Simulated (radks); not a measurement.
Isoelectronic series with 12 electrons, all held in the configuration [Ne] 3s2, which need not be the ground one along the series. All-electron calculation, non-relativistic Kohn-Sham, SCAN, spin-unpolarised, spherical densities, point nucleus; meta-GGA in the generalised Kohn-Sham scheme. Program: a radial shooting solver on a logarithmic mesh with Libxc functionals. Total energies (hartree) and mean radii <r> (bohr):

[
 {"ion": "Mg", "E (hartree)": "-200.07462", "3s": "3.175", "2p": "0.6872", "2s": "0.6956", "1s": "0.1309"},
 {"ion": "P3+", "E (hartree)": "-339.06020", "3s": "1.683", "2p": "0.4825", "2s": "0.5181", "1s": "0.1040"},
 {"ion": "Ar6+", "E (hartree)": "-516.20305", "3s": "1.195", "2p": "0.3728", "2s": "0.4119", "1s": "0.08620"},
 {"ion": "Sc9+", "E (hartree)": "-731.40806", "3s": "0.9347", "2p": "0.3041", "2s": "0.3417", "1s": "0.07358"},
 {"ion": "Cr12+", "E (hartree)": "-984.64446", "3s": "0.7699", "2p": "0.2569", "2s": "0.2919", "1s": "0.06418"},
 {"ion": "Co15+", "E (hartree)": "-1275.89923", "3s": "0.6554", "2p": "0.2224", "2s": "0.2547", "1s": "0.05690"},
 {"ion": "Zn18+", "E (hartree)": "-1605.16610", "3s": "0.5709", "2p": "0.1961", "2s": "0.2260", "1s": "0.05110"},
 {"ion": "As21+", "E (hartree)": "-1972.44073", "3s": "0.5060", "2p": "0.1754", "2s": "0.2030", "1s": "0.04637"},
 {"ion": "Kr24+", "E (hartree)": "-2377.72213", "3s": "0.4544", "2p": "0.1587", "2s": "0.1843", "1s": "0.04244"},
 {"ion": "Mo30+", "E (hartree)": "-3302.29539", "3s": "0.3776", "2p": "0.1333", "2s": "0.1556", "1s": "0.03629"},
 {"ion": "Rh33+", "E (hartree)": "-3821.58680", "3s": "0.3482", "2p": "0.1234", "2s": "0.1444", "1s": "0.03384"},
 {"ion": "Cd36+", "E (hartree)": "-4378.87970", "3s": "0.3231", "2p": "0.1149", "2s": "0.1347", "1s": "0.03169"},
 {"ion": "Sb39+", "E (hartree)": "-4974.17293", "3s": "0.3014", "2p": "0.1075", "2s": "0.1262", "1s": "0.02981"},
 {"ion": "Xe42+", "E (hartree)": "-5607.46921", "3s": "0.2824", "2p": "0.1009", "2s": "0.1187", "1s": "0.02813"}
]
